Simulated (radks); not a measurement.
Ionisation of neutral rhenium, [Xe] 4f14 5d5 6s2, to [Xe] 4f14 5d5 6s1 as the strength of local exchange is varied. Method: Dirac Kohn-Sham, Slater X-alpha exchange (alpha = 2/3 is LDA exchange), no correlation, spin-unpolarised, spherical densities, finite nucleus; open shells fill j = l - 1/2 first; Fermi nuclear charge, rms radius 5.3698 fm; computed with a radial shooting solver on a logarithmic mesh with Libxc functionals.

| alpha | E(Re) (hartree) | exchange (hartree) | IE (eV) | -e of the level emptied (eV) | <r> of it (bohr) |
|---|---|---|---|---|---|
| 0.559 | -16646.7756 | -263.5145 | 7.681 | 4.457 (6s1/2) | 3.204 |
| 0.604 | -16668.0034 | -285.1201 | 7.970 | 4.714 (6s1/2) | 3.171 |
| 0.667 | -16697.7714 | -315.4657 | 8.386 | 5.086 (6s1/2) | 3.125 |
| 0.727 | -16726.1750 | -344.4721 | 8.792 | 5.454 (6s1/2) | 3.083 |
| 0.765 | -16744.1908 | -362.8961 | 9.055 | 5.693 (6s1/2) | 3.056 |
| 0.934 | -16824.5655 | -445.3347 | 10.271 | 6.814 (6s1/2) | 2.942 |
| 1.044 | -16877.1007 | -499.4308 | 11.102 | 7.591 (6s1/2) | 2.873 |

NIST Atomic Spectra Database: 7.834 eV (measured). The Delta-SCF value meets it near alpha = 0.58. Spin polarisation and multiplet splitting are left out, so open shells lie too high by an amount that depends on their filling.

Beside tabulated values, note that spin-unpolarised runs miss the spin-polarisation part of the exchange energy of open shells.
